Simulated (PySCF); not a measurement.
**Radial density of Os⁻ (osmium, charge -1)**

UHF, [Xe] 4f14 5d7 6s2, high-spin 4F determinant. All numbers are calculated (PySCF 2.14, scalar relativity through the core potential, in aug-cc-pVTZ-PP with ECP60MDF (6s6p5d3f2g, 88 functions)). This is the valence pseudo-density: the core potential removes the inner electrons and smooths the orbitals near the nucleus.

| r (bohr) | 4πr²ρ (e/bohr) | 4πr²(ρα − ρβ) |
| --- | --- | --- |
| 0.134 | 1.719e-05 | 0.0000 |
| 0.225 | 0.0007121 | 0.0001 |
| 0.379 | 0.07416 | 0.0042 |
| 0.638 | 3.904 | 0.1894 |
| 1.07 | 12.97 | 1.5940 |
| 1.80 | 5.473 | 1.7393 |
| 3.04 | 1.408 | 0.4776 |
| 5.11 | 0.2930 | -0.0294 |
| 8.59 | 0.06581 | -0.0531 |
| 14.4 | 0.003152 | -0.0030 |

Energies and moments cover only the electrons outside the core potential. Spin-orbit coupling, absent here, splits the open shell strongly. ⟨S²⟩ = 3.96 against 3.75 shows spin contamination. The outer electron is barely bound at this level, so radii and moments hang on the diffuse functions.

(1) Where is the radial spin density 4πr²(ρα − ρβ) most negative, and why is it negative at all?

Answers

(1) Around r = 8.59 bohr, down to -0.0531 e/bohr: exchange with the open shell polarises the paired shells in an unrestricted calculation.
